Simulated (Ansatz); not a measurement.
Cs₉⁻, relaxed as a singlet with RKS B3LYP/def2-SVPD in Ansatz, starting from the GFN1-xTB geometry. Force threshold 0.02 eV/Å.

In the def2 sets Cs takes a core potential; there is no spin–orbit coupling. The restricted singlet is unstable towards broken spin symmetry in Hartree–Fock (as tested in another run); at B3LYP/def2-SVPD this wasn't settled. The structure comes from a short search, and lower isomers may exist.

Start:

```xyz
9

Cs   -0.3053    4.5324    2.5506
Cs   -3.6249   -0.8580   -3.5514
Cs   -2.6153    0.4314    1.0123
Cs   -5.3634    4.8016   -1.3302
Cs   -0.3408    2.3201   -1.8339
Cs    2.6153   -0.2532    1.7228
Cs    0.9435   -2.8285   -0.9257
Cs    6.2231   -2.9323   -0.9231
Cs    2.4678   -5.2136    3.2786
```

Problem. Estimate the energy that the relaxation releases and the steps that it takes.

Solution. 0.87 eV, in 17 steps; 3.8 min on 4 threads of Arm Neoverse V2 on a shared host. The force fell under the threshold at step 14, but the optimiser went on and released 0.019 eV more. No frequencies were taken in this run, so the end may be a saddle point.

Problem. Does the start keep its bonding?

Solution. Bonds lost: Cs3–Cs5, Cs4–Cs5 (atoms count from 1). Bonds formed: Cs1–Cs4, Cs2–Cs4, Cs3–Cs9 (atoms count from 1). Metal–metal contacts that move far: Cs6–Cs7 4.05 to 5.65 Å, Cs2–Cs3 4.85 to 5.62 Å, Cs3–Cs6 5.32 to 6.07 Å, Cs7–Cs8 5.28 to 6.00 Å, Cs8–Cs9 6.08 to 5.48 Å.

Problem. Predict the relaxed structure.

Solution. 
```xyz
9

Cs   -0.7459    4.1265    1.6018
Cs   -3.5710    0.2191   -3.2017
Cs   -2.4889   -0.8505    2.2130
Cs   -5.8709    3.5495    0.0388
Cs    1.3447    2.4905   -3.1365
Cs    3.2892    0.8445    1.4704
Cs    0.6872   -2.6160   -2.1653
Cs    6.0687   -3.6642    0.2737
Cs    1.2869   -4.0995    2.9059
```
Bond lengths (bridged metal pairs left out): 17 × Cs–Cs 5.03 to 5.69 Å.
